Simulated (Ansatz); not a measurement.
Program: Ansatz. Geometries: PBE0-D4/def2-TZVP. ΔE: electronic, gas phase. CCSD(T)/CBS is the MP2 limit (def2-TZVPP, def2-QZVPP) plus CCSD(T) − MP2 in def2-TZVPP, frozen cores. DFT in def2-TZVPP. B3LYP here is the variant with VWN-RPA as its local correlation; programs differ in this. HSE06 is defined as in plane-wave codes. For Ga outer-core shells are correlated without core-valence functions, which leaves a few kJ/mol of doubt a bond. Scalar relativity is left out up to krypton. One conformer a species, not always the lowest.

Consider the redistribution: `B1C[SiH2]1` + `C[SiH](O)[GaH2]` → `O[SiH]1BC1` + `C[SiH2][GaH2]`.

| level | ΔE (kcal/mol) | difference from CCSD(T)/CBS |
| --- | --- | --- |
| LDA (SPW92) | -1.7 | -1.5 |
| PBE-D4 | -1.1 | -0.9 |
| revPBE-D4 | -0.8 | -0.6 |
| BLYP-D4 | -0.4 | -0.2 |
| r2SCAN-D4 | -0.9 | -0.7 |
| B97M-V | -0.9 | -0.7 |
| PBE0-D4 | -0.6 | -0.4 |
| r2SCANh-D4 | -0.8 | -0.6 |
| r2SCAN0-D4 | -0.6 | -0.4 |
| HSE06-D4 | -0.6 | -0.4 |
| BHLYP-D4 | 0.5 | 0.7 |
| CAM-B3LYP-D4 | 0.0 | 0.2 |
| ωB97X-V | -0.1 | 0.1 |
| ωB97M-V | -0.5 | -0.3 |
| B2PLYP | -0.3 | -0.1 |
| PBE | -1.2 | -1.0 |
| revPBE | -1.1 | -0.9 |
| BLYP | -0.7 | -0.5 |
| r2SCAN | -1.0 | -0.8 |
| B3LYP | -0.4 | -0.2 |
| r2SCANh | -0.8 | -0.6 |
| r2SCAN0 | -0.6 | -0.4 |
| BHLYP | 0.2 | 0.4 |
| CAM-B3LYP | -0.2 | 0.0 |
| LC-ωPBE | -0.3 | -0.1 |
| RPA@PBE/def2-TZVPP | -0.2 | 0.0 |
| HF/def2-SVP | 1.4 | 1.6 |
| CCSD/def2-SVP | -0.4 | -0.2 |
| CCSD(T)/def2-SVP | -0.8 | -0.6 |
| HF/def2-TZVPP | 1.2 | 1.4 |
| MP2/def2-TZVPP | -0.4 | -0.2 |
| SCS-MP2/def2-TZVPP | -0.1 | 0.1 |
| CCSD/def2-TZVPP | 0.0 | 0.2 |
| CCSD(T)/def2-TZVPP | -0.3 | -0.1 |
| HF/def2-QZVPP | 1.2 | 1.4 |
| MP2/def2-QZVPP | -0.3 | -0.1 |
| SCS-MP2/def2-QZVPP | 0.0 | 0.2 |
| HF/CBS(def2) | 1.2 | 1.4 |
| MP2/CBS(def2) | -0.2 | 0.0 |
| CCSD/CBS(def2) | 0.1 | 0.3 |
| CCSD(T)/CBS | -0.2 | 0 |

Largest T1 diagnostic among the species: 0.014.

Leaving LDA and LC-ωPBE aside and taking each functional with its dispersion term where it has one, the values spread over 1.5 kcal/mol, from PBE-D4 to BHLYP-D4. From BLYP to BHLYP (50 % exact exchange), in def2-TZVPP and without D4, ΔE moves by +0.9 kcal/mol. In def2-TZVPP, CCSD(T) changes the Hartree–Fock value by −1.5 kcal/mol (the triples alone add −0.3 kcal/mol) and MP2 by −1.5 kcal/mol.
